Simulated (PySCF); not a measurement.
Computed shifts of a molecule C2H13NSi3, PBE/pcSseg-1 in PySCF, GIAO, gas phase, atoms alike by connectivity averaged where their shifts nearly agree, in ppm (number of nuclei): ¹³C: 3.8 (1), 0.3 (1). ²⁹Si: -6.3 (1), -52.6 (1), -111.9 (1). ¹⁵N: 23.5 (1). ¹H: 5.54 (1), 5.44 (1), 5.34 (1), 3.72 (3), 0.60 (3), 0.46 (3), -0.61 (1). References: ¹³C against TMS (σ = 182.0 ppm); ²⁹Si against TMS (σ = 335.4 ppm); ¹⁵N against NH3 (σ = 267.0 ppm); ¹H against TMS (σ = 31.49 ppm), references at their B3LYP-D3(BJ)/def2-TZVP geometries, non-relativistic. The structure is a stationary point at B3LYP-D3(BJ)/def2-SVP. The values are those of a single conformer.

Q: Which molecule gave these data?
A. CC([SiH3])([SiH3])N[SiH3]
B. CN[SiH2][Si@@H](C)[SiH3]
C. C[SiH](C)N[SiH2][SiH3]
D. C[SiH2][SiH](N)[SiH2]C

A: C, C[SiH](C)N[SiH2][SiH3]
